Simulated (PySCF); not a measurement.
C2H9NSi2, SMILES N[SiH2]/C=C/[SiH3], CAM-B3LYP/def2-SVP optimised geometry.

```
14

Si    -2.30     0.73     0.00
C     -0.42     0.73     0.00
C      0.34     0.18    -0.96
Si     2.21     0.20    -0.94
N      2.82    -1.40    -1.10
H     -2.82     0.05     1.22
H     -2.82     2.13     0.00
H     -2.79     0.02    -1.21
H      0.09     1.22     0.84
H     -0.16    -0.32    -1.80
H      2.76     0.95    -2.11
H      2.60     0.93     0.31
H      3.73    -1.57    -1.52
H      2.59    -2.13    -0.42
```

Density from CAM-B3LYP/def2-TZVP in PySCF at that geometry.

Minimum of the electron density along straight lines between bonded atoms, close to the bond critical point (lines longer than 1.1 times the sum of covalent radii, or with two minima, are not listed):

| bond | length / Å | ρ at the minimum / e bohr⁻³ | ∇²ρ there / e bohr⁻⁵ | position (fraction from the first atom) |
|---|---|---|---|---|
| Si1–C2 | 1.873 | 0.122 | 0.19 | 0.39 |
| C2–C3 | 1.342 | 0.344 | -1.03 | 0.50 |
| C3–Si4 | 1.873 | 0.123 | 0.18 | 0.61 |
| Si4–N5 | 1.727 | 0.132 | 0.54 | 0.40 |
| Si1–H6 | 1.491 | 0.120 | 0.14 | 0.49 |
| Si1–H7 | 1.491 | 0.120 | 0.14 | 0.49 |
| Si1–H8 | 1.489 | 0.121 | 0.15 | 0.49 |
| C2–H9 | 1.100 | 0.274 | -0.94 | 0.65 |
| C3–H10 | 1.100 | 0.274 | -0.94 | 0.65 |
| Si4–H11 | 1.491 | 0.122 | 0.13 | 0.49 |
| Si4–H12 | 1.498 | 0.121 | 0.13 | 0.49 |
| N5–H13 | 1.014 | 0.331 | -1.60 | 0.74 |
| N5–H14 | 1.014 | 0.331 | -1.59 | 0.74 |
